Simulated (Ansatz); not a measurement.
C$_{2}$H$_{3}$N$_{3}$, singlet, at a GFN2-xTB geometry, atoms displaced at random by about 0.1 Å a coordinate. Base run: PBE/6-31G* (Ansatz, a first-principles code).

Here is a job for Ansatz.
Ansatz 0.2 input:
```yaml
crystal:
  periodic: [false, false, false]
  atoms:
    - {symbol: C, position_ang: [1.01143392, 0.02204941, -0.13239544]}
    - {symbol: N, position_ang: [0.26806295, 1.23818235, -0.10472446]}
    - {symbol: C, position_ang: [-0.97960829, 0.85702088, 0.00378232]}
    - {symbol: N, position_ang: [-0.90718564, -0.54439760, -0.00786265]}
    - {symbol: N, position_ang: [0.40753584, -1.15215639, 0.01930444]}
    - {symbol: H, position_ang: [2.25935838, -0.01759385, -0.00717392]}
    - {symbol: H, position_ang: [-1.69393761, 1.40623678, 0.18343624]}
    - {symbol: H, position_ang: [-1.78811367, -1.20096180, -0.11493905]}
basis:
  gaussian:
    orbitals: 6-31G*
hamiltonian:
  xc: pbe
relax: {}
```

The base run was repeated with changes; each row names its change, and settings that it needs were set with it.

| change | ΔE vs base (kcal/mol) | optimiser steps | core-seconds (rough) |
|---|---|---|---|
| base | 0.000 | 8 | 10 |
| relax = max_displacement: 0.5 | 0.000 | 8 | 10 |
| relax = max_displacement: 0.02 | 0.000 | 14 | 20 |
| relax = f_tol: 0.002 | 0.000 | 8 | 10 |
| relax = f_tol: 0.05 | 0.003 | 6 | 10 |
| relax = escape_saddle: false | 0.000 | 8 | 10 |
| relax = f_tol: 0.0005 | 0.000 | 10 | 20 |
